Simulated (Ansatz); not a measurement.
Basis sets compared for Na8⁺. The state is a doublet with charge 1. Geometry r2SCAN/def2-SVP. Ansatz on 4 threads of Arm Neoverse N1 on a shared host; times are rough, and most runs start from earlier orbitals.

```xyz
8

Na    1.5189    0.8033   -2.9484
Na    2.1665   -1.5362    3.1286
Na    2.1921    1.2590    0.6772
Na   -1.5815   -0.9312   -1.8650
Na   -4.0371    0.5524    0.5029
Na   -0.9818    2.3156   -0.6716
Na    1.5973   -1.9963   -0.5190
Na   -0.8744   -0.4666    1.6952
```

Another isomer (doublet) lies 0.06 eV lower at PBE0/def2-TZVP; other spin states weren't run for this one.

```tsv
level	functions	energy (Eh)	HOMO (eV)	LUMO (eV)	wall time
PBE/def2-SVP	120	-1296.8552	-5.76	-5.25	9.5 s
PBE0/def2-SVP	120	-1296.9697	-6.17	-4.71	21 s
```

(1) Estimate the rows for PBE/def2-TZVP (with forces), PBE0/def2-TZVP.

Answers

(1) 
```json
{"level": "PBE/def2-TZVP (with forces)", "functions": "256", "energy (Eh)": "-1297.3326", "HOMO (eV)": "-5.80", "LUMO (eV)": "-5.28", "wall time": "19 s"}
{"level": "PBE0/def2-TZVP", "functions": "256", "energy (Eh)": "-1297.4423", "HOMO (eV)": "-6.21", "LUMO (eV)": "-4.72", "wall time": "50 s"}
```
